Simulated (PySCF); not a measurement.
**Computed properties of C₂H₁₁NSi₃, SMILES [SiH2]1[Si@H]([SiH2]C)CN1**

C2H11NSi3, SMILES [Si@@H]1([SiH2]NC1)[SiH2]C. Coordinates come from a r2SCAN-D4/def2-SVP optimisation. The structure was generated by enumeration; whether it is a known compound was not checked. Other conformers were not sampled. All values are computed for the isolated molecule unless a solvent is named; none is compared with measurement here.

**Structure.** All 45 harmonic modes at r2SCAN-D4/def2-SVP (PySCF) are real, so it is a minimum. With heavy atoms numbered as in [CH3:1][SiH2:2][Si@@H:3]1[CH2:4][NH:5][SiH2:6]1, the shortest bond between them is C4–N5 at 1.467 Å and the longest Si3–Si6 at 2.342 Å.

**Vibrations.** The strongest infrared lines (harmonic, unscaled, degenerate partners summed) lie at 829 cm⁻¹ (198 km/mol, H 64 %, C 14 %, Si 11 %, N 11 %), 2155 cm⁻¹ (172 km/mol, H 96 %), 1000 cm⁻¹ (169 km/mol, H 92 %). The softest mode is at 38 cm⁻¹ and the zero-point energy is 77.3 kcal/mol.

**Electronic structure.** ωB97X/def2-TZVP (PySCF) places the frontier levels at -9.03 and 1.58 eV, a gap of 10.61 eV, and gives a dipole moment of 1.36 D. PBE/def2-TZVP (PySCF) at the same geometry gives -5.34 and -1.18 eV, so its gap is 6.45 eV narrower. An orbital gap is neither the optical nor the fundamental gap.

**Excitations.** TDA-PBE0/def2-SVPD (PySCF) has S1 at 5.08 eV (244 nm, f = 0.001, dark); the most intense of the 6 singlets computed lies at 6.13 eV (f = 0.19). T1 (TDA) is at 4.86 eV, 0.22 eV under S1. TDA-PBE/def2-SVPD (PySCF) puts S1 at 4.22 eV. No vertical singlet excitation falls in the visible range (under 3.1 eV).

**NMR.** GIAO shifts at KT2/pcSseg-1 (PySCF) (non-relativistic, atoms alike by connectivity averaged): ¹³C from -6.1 to 46.9 ppm against TMS; ¹H from 0.2 to 6.2 ppm against TMS; ²⁹Si from -65.4 to -15.5 ppm against TMS.

**Solvation.** SMD-B3LYP/6-31G* (PySCF) gives 2.6 kcal/mol in water, -2.6 kcal/mol in acetone, -1.8 kcal/mol in 1-octanol (1 M in both phases, gas-phase geometry); of these solvents acetone holds the molecule best.
